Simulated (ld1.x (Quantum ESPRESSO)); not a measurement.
# Before and after: TM potential for lanthanum

ld1.x (Quantum ESPRESSO) 7.5 input, shortened:

```
&input
   title='La', zed=57., rel=1, dft='PZ', iswitch=3,
   config='[Xe] 4f0 5d1 6s1 6p0'
 /
 &inputp
   pseudotype=2, tm=.true., lloc=-2, rcloc=3.15,
   nlcc=.false.
 /
4
6S  1  0   1.00   0.00  3.90  3.90  0.0
6P  2  1   0.00   0.00  3.35  3.35  0.0
5D  3  2   1.00   0.00  3.10  3.10  0.0
4F  4  3   0.00   0.00  1.30  1.30  0.0
 &test
   configts(1)='4f0 5d1 6s1 6p0'
 /
```

All-electron outer shells of the reference configuration (LDA (PZ), scalar-relativistic, ld1.x):

```csv
shell,level (eV),outermost node (bohr),outermost maximum (bohr)
5s,-44.96,0.77,1.41
5p,-28.34,0.83,1.58
4f,-10.48,–,0.75
5d,-8.69,0.95,2.19
6s,-8.60,1.85,3.56
6p,-5.56,2.17,4.40
```

Change: wave 6s (bound): rc 3.90 bohr becomes 6s (bound): rc 4.64 bohr.

Cutoffs: the cutoffs (Ry, on a coarse ladder) from which the occupation-weighted sum of valence levels, in a spherical-Bessel basis at the reference potential, stays within 10 and 1 mRy of its value at 400 Ry; they do not see the model core or the augmentation charge, which bear on the density cutoff. Errors are all-electron minus pseudo energies relative to the spin-unpolarised reference configuration.

Problem. Predict the effect on cutoff, ghosts and configuration errors.

Solution. The potential gets neither clearly harder nor softer (10 Ry and 15 Ry → 10 Ry and 15 Ry); both files keep a bound ghost (s); of the 8 tests that both files solve, the error grows in 1 and shrinks in 2 by more than 15 % and 0.3 meV (median size 66.3 → 62.8 meV).

```tsv
quantity	base	changed
cutoff, loose	10 Ry	10 Ry
cutoff, tight	15 Ry	15 Ry
bound ghosts	s	s
tests counted (converged, no solver errors)	8 of 9	8 of 9
error for 4f0 5d1 6s2 6p0, meV [ΔE -6.16 eV]	+30	+31
error for 4f0 5d1 6s0 6p0, meV [ΔE 11.15 eV]	+73	+57
error for 4f0 5d1 6s1.5 6p0, meV [ΔE -3.68 eV]	+9.9	+9.9
error for 4f0 5d0 6s2 6p0, meV [ΔE 0.36 eV]	+180	+173
error for 4f0 5d1 6s0 6p1, meV [ΔE 3.06 eV]	+25	+15
error for 4f0 5d2 6s0 6p0, meV [ΔE 0.15 eV]	+59	+68
error for 4f0 5d1 6s1 6p0 (spin-polarised), meV [ΔE -0.43 eV]	+423	+426
error for 4f0 5d1 6s2 6p0 (spin-polarised), meV [ΔE -6.26 eV]	+210	+209
```

Base: The cutoffs count occupied waves only; the empty 4f level needs 160 Ry at the loose tolerance. Tests not counted: 4f1 5d1 6s0 6p0 (solver errors, printed error +1.7 eV). Changed file: The cutoffs count occupied waves only; the empty 4f level needs 160 Ry at the loose tolerance. Tests not counted: 4f1 5d1 6s0 6p0 (solver errors, printed error +1.6 eV). A true bound ghost makes a file unfit for plane-wave use even where its test errors are small: the radial tests pick states by their node count and pass the ghost by. Where a test does run into it, the solver fails or the error is huge.
